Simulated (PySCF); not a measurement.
# Stretching SiSn

Set-up: basis Si def2-TZVPP, Sn def2-TZVPP with ECP28; scalar-relativistic core potentials; PySCF 2.14. Energies in eV from Si + Sn in their ground configurations at the same level. State: ³Σ⁻ (triplet), unpaired electrons π ↑↑.

All columns are M06. A positive dipole means Si(−)Sn(+).

| R (Å) | E (eV) | μ (D) | Mulliken charge on Si (basis-dependent) | HOMO (eV) | LUMO (eV) | Mayer bond order | ⟨S²⟩ |
| --- | --- | --- | --- | --- | --- | --- | --- |
| 2.164 | -2.130 | 0.96 | -0.16 | -5.01 | -4.05 | 1.80 | 2.00 |
| 2.264 | -2.695 | 1.07 | -0.15 | -5.07 | -3.89 | 1.84 | 2.00 |
| 2.365 | -3.018 | 1.17 | -0.14 | -5.11 | -3.75 | 1.87 | 2.00 |
| 2.441 | -3.142 | 1.24 | -0.14 | -5.12 | -3.67 | 1.89 | 2.00 |
| 2.516 | -3.188 | 1.30 | -0.13 | -5.13 | -3.59 | 1.90 | 2.00 |
| 2.591 | -3.173 | 1.36 | -0.13 | -5.12 | -3.53 | 1.92 | 2.00 |
| 2.692 | -3.084 | 1.43 | -0.13 | -5.11 | -3.45 | 1.94 | 2.00 |
| 2.818 | -2.893 | 1.51 | -0.12 | -5.08 | -3.38 | 1.96 | 2.00 |
| 2.969 | -2.597 | 1.59 | -0.12 | -5.01 | -3.33 | 1.97 | 2.00 |
| 3.170 | -2.151 | 1.67 | -0.12 | -4.91 | -3.28 | 1.97 | 2.01 |

A fit through these points gives, at Re = 2.533 Å, μ = 1.31 D and dμ/dR = 0.810 D/Å; the reduced mass is 22.68 u.

**Question.** How strong is the fundamental in the double-harmonic approximation, I = 42.26·(dμ/dR)²/μred km/mol?

**Answer.** I = 42.26·(0.810)²/22.68 = 1.22 km/mol at M06.

Spin–orbit coupling is left out, which matters for elements this heavy, above all for dissociation energies. The state is the lowest determinant that a PBE0 search found; another state may lie lower at other levels.
